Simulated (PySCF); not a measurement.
## Exercise with solution: oscillator strength and radiative lifetime

BiBr₂, SMILES [Br][Bi+][Br] (connectivity only; charge and spin as stated), charge +1, multiplicity 1.

Geometry optimised at B3LYP-D3(BJ)/def2-SVP. The spin state was assumed, not searched. The isomer is the one that the SMILES or the coordinates give; other isomers of the formula were not compared. The def2 effective core potentials stand for the cores of Bi; spin–orbit coupling is left out.

TDA-LC-ωPBE/def2-SVPD in PySCF puts the first singlet state with f over 0.02 at 3.73 eV (vertical), with the transition dipole (0.000, 0.748, 0.000) in atomic units.

Find the oscillator strength, the wavelength and the radiative lifetime that this transition would have in vacuum if emission retraced absorption.


|μ|² = 0.5595 au, so |μ| = 1.90 D. ΔE = 3.73/27.211 = 0.1371 hartree. f = (2/3) ΔE |μ|² = 0.051 (the program prints 0.051).
λ = 1239.84/3.73 = 332 nm; ν = 30084 cm⁻¹.
Einstein's coefficient A = 0.6670 ν² f s⁻¹ (ν in cm⁻¹) = 3.1e7 s⁻¹, so τ = 1/A = 32 ns. This state is S3; the lower singlets have f = 0.002, 0.000. The figure is the radiative limit of this one transition; relaxation, internal conversion, crossing to triplets and a medium change what is measured.
